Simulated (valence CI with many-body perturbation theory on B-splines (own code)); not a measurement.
Hyperfine factors and g values of Pm²¹⁺

Calculated by configuration interaction combined with many-body perturbation theory (CI+MBPT): four valence electrons over a frozen Dirac-Fock core [Kr], a basis of 9 s, 9 p, 10 d, 8 f, 5 g, 3 h, 1 i functions for each j, with the one-electron correlation potential Σ1 (screened to all orders), the two-electron term Σ2, the three-electron term Σ3, Breit, model QED; selected single and double excitations, second order for the rest (own B-spline code, finite nucleus).

No measured spectrum was set against this ion. As an estimate, terms of the open shell hold to 2 to 4 % of their energy, and close levels can change places. Only levels of the ground parity were solved; by the run's estimate the other parity begins above the list, which can be wrong where configurations are misplaced.

A/g_I is the dipole constant over the nuclear g factor μ/I (μ in nuclear magnetons, uniformly magnetised nucleus), B/Q the quadrupole constant per barn. Both hold the static response of the core; the bare values leave it out. Large factors of s and p1/2 electrons are usually good to 5 to 10 %; those of open d and f shells near neutrality can be off by tens of per cent, and small factors of p3/2, d and f electrons come from cancelling terms and can be off by a factor of two or in sign, in half-filled shells by more. B is blank for J = 1/2, where it vanishes, and for nearly pure S terms. Energies count from the lowest level. Levels with J = 0 are left out.

Levels are named by their leading jj configuration (3d3/2^4 stands for four electrons in 3d with j = 3/2), which in mixed levels can hold well under half, so a name can repeat and another be missing. Letters in brackets count levels of one name in rising energy.

```
                    Level  E (cm⁻¹)      g  A/g_I (MHz)  A/g_I bare  B/Q (MHz/b)  B/Q bare
      (4d3/2^3 4d5/2) J=1     27169  1.498         -732        -130         2430      2310
      (4d3/2^3 4d5/2) J=2     44536  1.420         1910        2390         2690      2560
      (4d3/2^3 4d5/2) J=3     54306  1.355         3620        3990          168       143
      (4d3/2^3 4d5/2) J=4     54448  1.195         5340        5480        -1980     -1930
(4d3/2^2 4d5/2^2) J=4 [a]     82106  1.120         4920        4960        -1350     -1310
(4d3/2^2 4d5/2^2) J=3 [a]     89868  0.974         5540        5380         1440      1370
(4d3/2^2 4d5/2^2) J=2 [a]     91309  0.958         4590        4410         4260      4060
    (4d3/2^2 4d5/2^2) J=5     97481  1.078         5520        5500         5380      5110
    (4d3/2^2 4d5/2^2) J=1    101280  1.265         4970        5210        -88.7      -100
    (4d3/2^2 4d5/2^2) J=6    104380  1.100         5720        5730         5970      5670
(4d3/2^2 4d5/2^2) J=4 [b]    112530  1.028         6340        6250        -2770     -2630
(4d3/2^2 4d5/2^2) J=2 [b]    115000  1.154         4980        5070         1280      1210
(4d3/2^2 4d5/2^2) J=3 [b]    116110  1.163         5620        5720         2340      2230
  (4d3/2 4d5/2^3) J=4 [a]    128080  1.187         4020        4160         1280      1220
  (4d3/2 4d5/2^3) J=3 [a]    138400  1.102         3860        3890          553       540
(4d3/2^2 4d5/2^2) J=2 [c]    138860  1.067         7260        7210          396       365
      (4d3/2 4d5/2^3) J=5    147080  1.151         4680        4770        -3560     -3400
  (4d3/2 4d5/2^3) J=1 [a]    149010  0.764         7160        6700         2270      2160
      (4d3/2 4d5/2^3) J=6    151170  1.063         5530        5490         7560      7220
(4d3/2^2 4d5/2^2) J=4 [c]    156380  1.116         4520        4560         5560      5300
(4d3/2^2 4d5/2^2) J=2 [d]    161960  1.332         3790        4130         -827      -780
  (4d3/2 4d5/2^3) J=3 [b]    171470  1.080         5290        5270         4030      3860
(4d3/2^2 4d5/2^2) J=2 [e]    173670  1.010         6230        6110         4300      4090
  (4d3/2 4d5/2^3) J=3 [c]    198390  1.065         5880        5840         7810      7410
  (4d3/2 4d5/2^3) J=1 [b]    199620  1.467          557        1110        -3140     -2980
            (4d5/2^4) J=4    199970  1.075         4850        4830          921       892
            (4d5/2^4) J=2    203370  1.044         5800        5730          200       194
  (4d3/2 4d5/2^3) J=4 [b]    209260  1.116         5180        5210         48.5      59.8
      (4d3/2 4d5/2^3) J=2    243410  1.001         5170        5050        -4950     -4710
```

Problem. Take the isotope of mass number 147, with I = 7/2, μ = 2.58 μN and Q = 0.74 b. What is the hyperfine structure of (4d3/2^3 4d5/2) J=4?

Solution. From the table A = 3930 MHz, B = -1470 MHz. Shifts from the centre of gravity in MHz: F = 1/2: -69500, F = 3/2: -63400, F = 5/2: -53300, F = 7/2: -39300, F = 9/2: -21300, F = 11/2: 394, F = 13/2: 25800, F = 15/2: 54700.
